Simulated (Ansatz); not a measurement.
The lowest singlet and triplet of CH2O (SMILES [CH]O); geometries from B3LYP-D3(BJ)/def2-TZVP, each state relaxed from the structure named, with no frequency check.
Singlet (charge 0, multiplicity 1):
| atom | x (Å) | y (Å) | z (Å) |
|---|---|---|---|
| C | 0.7252 | 0.1901 | -0.0012 |
| O | -0.5735 | 0.0685 | 0.0017 |
| H | 1.1585 | -0.8427 | -0.0057 |
| H | -0.9221 | -0.8459 | -0.0005 |

A positive gap puts the triplet lower; no zero-point energy. R- takes a restricted singlet. U- takes an unrestricted singlet (broken symmetry where lower, unprojected). The triplet is unrestricted in single-reference levels.

Cores are frozen in the correlated methods.

Run with Ansatz (a program for electronic structure) with Gaussian orbitals. Values without a source in brackets are computed.

### Question
One of these levels gives -155.1 kJ/mol for the gap E(singlet) − E(triplet), vertical, at the singlet's geometry. Which?
A. U-r2SCAN/def2-TZVPP (spin-contaminated)
B. U-PBE0/def2-TZVPP
C. R-wB97M-V/def2-TZVPP
D. U-SCS-MP2/cc-pVQZ (spin-contaminated)

### Answer
C, R-wB97M-V/def2-TZVPP. The others give -105.0 (U-r2SCAN/def2-TZVPP (spin-contaminated)), -118.8 (U-PBE0/def2-TZVPP), -139.0 (U-SCS-MP2/cc-pVQZ (spin-contaminated))
